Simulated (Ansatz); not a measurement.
Cost and result up the ladder for BEt2(OiPr) (C7H17BO) (26 atoms). The state is a singlet with charge 0. Geometry: PBE-D4/def2-SVP.

```xyz
26

B    -0.467    0.666   -0.087
C    -0.532    2.251   -0.148
C    -0.541    2.971    1.211
H    -1.481    2.494   -0.688
H     0.284    2.639   -0.795
H    -0.664    4.069    1.104
H    -1.367    2.615    1.864
H     0.406    2.804    1.768
C    -1.364   -0.179    0.927
C    -0.577   -0.601    2.184
H    -1.784   -1.084    0.434
H    -2.241    0.430    1.236
H    -1.212   -1.152    2.910
H     0.280   -1.261    1.934
H    -0.159    0.278    2.717
O     0.415    0.083   -0.957
C     0.635   -1.326   -1.118
C     2.085   -1.627   -0.747
C     0.301   -1.699   -2.560
H    -0.038   -1.891   -0.436
H     2.777   -1.052   -1.396
H     2.306   -2.707   -0.868
H     2.289   -1.347    0.306
H    -0.759   -1.473   -2.790
H     0.936   -1.122   -3.264
H     0.473   -2.780   -2.737
```

Ansatz on 4 threads of Arm Neoverse V1 on a shared host. Times are rough, and most runs start from the orbitals of an earlier one. PBE0-D4/def2-TZVP serves as the yardstick here, not as an exact answer. Differences are given only for rows in sets of like size (and for xTB, whose basis is part of the method), since another set adds its own error. Binding counts from free atoms at the same level (B doublet, C triplet, H doublet, O triplet; other spins of the atoms weren't run), without zero-point energy or a counterpoise term.

Correlated methods freeze 9 core orbitals.

Correlated methods converge slowly with the basis.

| level | functions | wall time |
| --- | --- | --- |
| PBE-D4/def2-SVP | 211 | 3.5 s |
| PBE0-D4/def2-SVP | 211 | 6 s |
| PBE-D4/def2-TZVP | 381 | 7.5 s |
| BLYP-D4/def2-TZVP | 381 | 8 s |
| HF/def2-TZVP | 381 | 9 s |
| r2SCAN-D4/def2-TZVP | 381 | 14 s |
| MP2/def2-TZVP | 381 | 18 s |
| PBE0-D4/def2-TZVP (with forces) | 381 | 22 s |

(1) Estimate what each level gives for the binding energy per atom (eV).

Answers

(1) 
| level | binding energy per atom (eV) | difference from PBE0-D4/def2-TZVP (eV) |
| --- | --- | --- |
| PBE-D4/def2-SVP | 4.30 | – |
| PBE0-D4/def2-SVP | 4.25 | – |
| PBE-D4/def2-TZVP | 4.25 | 0.05 |
| BLYP-D4/def2-TZVP | 4.16 | -0.04 |
| HF/def2-TZVP | 3.17 | -1.04 |
| r2SCAN-D4/def2-TZVP | 4.19 | -0.01 |
| MP2/def2-TZVP | 4.08 | -0.12 |
| PBE0-D4/def2-TZVP (with forces) | 4.20 | 0.00 |
